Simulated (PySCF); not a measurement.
An unknown shows these calculated signals:

¹H NMR (300 MHz, computed): δ 6.46 (m, 1H), 6.19 (m, 1H), 5.25 (m, 1H), 3.58 (s, 3H), 3.40 (m, 1H), 2.46 (m, 1H), 1.69 (m, 1H), 1.11 (m, 1H), 0.69 (m, 1H).

¹³C{¹H} NMR (computed): δ 139.3 (CH), 135.0 (CH), 76.4 (CH), 61.2 (CH3), 24.7 (CH2), 15.0 (CH2).

Theory: GFN2-xTB structure, shieldings: GIAO PBE0/pcSseg-1, in PySCF 2.14 (one conformer, fast rotation and ring inversion assumed for equivalent nuclei, no relativistic terms, no solvent).

References, each an isolated molecule treated in the same way: ¹H, ¹³C against TMS.

Problem. Which of these does the molecule contain: a Si–H bond, a ketone, a methoxy group, an amide, an N-methyl group, a non-aromatic C=C double bond?

Solution. 
- A Si–H bond: yes (δH 5.25 (m)).
- A ketone: no.
- A methoxy group: yes (δC 61.2; δH 3.58 (s)).
- An amide: no.
- An N-methyl group: no.
- A non-aromatic C=C double bond: yes.

The data belong to SMILES CO[C@@H]1C=CCC[Si@@H]1Cl, C$_{6}$H$_{11}$ClOSi; they needn't prove each group on their own.

Carbon signals by region: 2 in the sp2 and nitrile region (100–160 ppm), 2 at 50–100 ppm, 2 below 50 ppm.

Shifts are as computed. Against solution values, carbons near 30 ppm lie about +3 ppm off and those near 130 ppm about +5 ppm. Of 1211 compounds with measured shifts, 218 miss one by over three times the rms of a fit or turn the order of signals round; such compounds aren't used in these exercises. Multiplicities follow the n + 1 count of equivalent neighbours, as no J values were calculated; m marks all less simple cases, F and P coupling included.
